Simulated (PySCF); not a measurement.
Checking a proposed structure

A compound C₄H₁₅NSi₃ gives the data below (simulated from a calculation) and was assigned the structure `C[SiH2][C@@H]1C[C@@H]1N([SiH3])[SiH3]`.

¹³C{¹H} NMR (computed): δ 54.0 (CH), 29.0 (CH), 19.4 (CH2), 11.7 (CH3).

¹H NMR (300 MHz, computed): δ 4.73 (s, 6H), 4.52 (m, 1H), 4.22 (m, 1H), 3.68 (m, 1H), 2.17 (m, 1H), 2.01 (m, 1H), 1.99 (m, 1H), 1.26 (d, 3H).

[PySCF 2.14: σ from GIAO-PBE0/pcSseg-1; coordinates at the GFN2-xTB level; single conformer; isolated molecule; relativity neglected; rapidly exchanging positions averaged]

δ = σ(ref) − σ, references computed at the same level: ¹H (σref 31.72), ¹³C (σref 186.93) vs TMS.

(1) Compare with the shifts computed for the proposed structure, pairing carbons in order of shift.

(2) Which isomer fits?

Results:

(1) Atom-mapped SMILES (the numbers label the heavy atoms): `[CH3:1][SiH2:2][C@@H:3]1[CH2:4][C@@H:5]1[N:6]([SiH3:7])[SiH3:8]`. Hydrogens are named by the atom that carries them.

```json
{"atom": "C5", "computed for proposal": "38.0", "given list": "54.0", "difference": "-16.0"}
{"atom": "C4", "computed for proposal": "16.8", "given list": "29.0", "difference": "-12.2"}
{"atom": "C3", "computed for proposal": "5.4", "given list": "19.4", "difference": "-14.0"}
{"atom": "C1", "computed for proposal": "-6.4", "given list": "11.7", "difference": "-18.1"}
```

The rms difference is 15.2 ppm and the largest -18.1 ppm at C1 (methyl carbon bonded to Si). The carbon types in order of shift don't match either: CH, CH2, CH, CH3 for the proposal against CH, CH, CH2, CH3 in the data. The proposal doesn't fit.

(2) `[SiH2]1[C@@H](C)[C@@H](N([SiH3])[SiH3])C1`.

- Carbon types of the structure: 2 × CH, 1 × CH2, 1 × CH3, leaving 8 H on heteroatoms.
- δC 54.0: sp3 CH bonded to N; the inductive effect lowers its shielding.
- δC 19.4: sp3 CH2 bonded to Si.
- δC 11.7: methyl carbon; saturated and bonded to C and H only.
- δH 3.68: hydrogen on an sp3 CH bonded to N; its carbon carries N, which withdraws density.

This is the structure that produced the data.

Shifts are as computed. Against solution values, carbons near 30 ppm lie about +3 ppm off and those near 130 ppm about +5 ppm. Of 1211 compounds with measured shifts, 218 miss one by over three times the rms of a fit or turn the order of signals round; such compounds aren't used in these exercises. Multiplicities follow the n + 1 count of equivalent neighbours, as no J values were calculated; m marks all less simple cases, F and P coupling included.
